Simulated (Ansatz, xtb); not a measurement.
Molecule: sum formula CaOFH (charge 0, singlet). SMILES: [OH][Ca][F]
Coordinates optimised at B3LYP-D3(BJ)/def2-TZVP (Ansatz, a quantum-chemistry and plane-wave program):
```xyz
4

Ca     0.1682     0.0397     0.1078
F      0.8960     0.7950    -1.6210
O     -1.1916    -0.8368     1.3266
H     -1.8956    -1.2539     1.8195
```

Harmonic wavenumbers from GFN2-xTB (xtb, at its own minimum), cm⁻¹: 122, 186, 385, 420, 552, 3642.

### Question
Give the harmonic wavenumbers at B3LYP-D3(BJ)/def2-TZVP (Ansatz, finite differences of forces, unscaled).

### Answer
55, 453, 460, 511, 623, 3929 cm⁻¹. Zero-point energy 8.6 kcal/mol.

### Question
From these and the geometry, give the ideal-gas thermochemistry at 298.15 K and 1 atm (rigid rotor, harmonic oscillator).

### Answer
Point group Cs, rotational symmetry number 1. Rotational constants 148.2, 3.468, 3.388 GHz. S(trans) 38.90, S(rot) 22.74, S(vib) 7.23, S(elec, spin only) 0.00, S 68.9 cal/(mol K). H(298) - H(0) 3.44 kcal/mol; G - E(el) -8.5 kcal/mol.
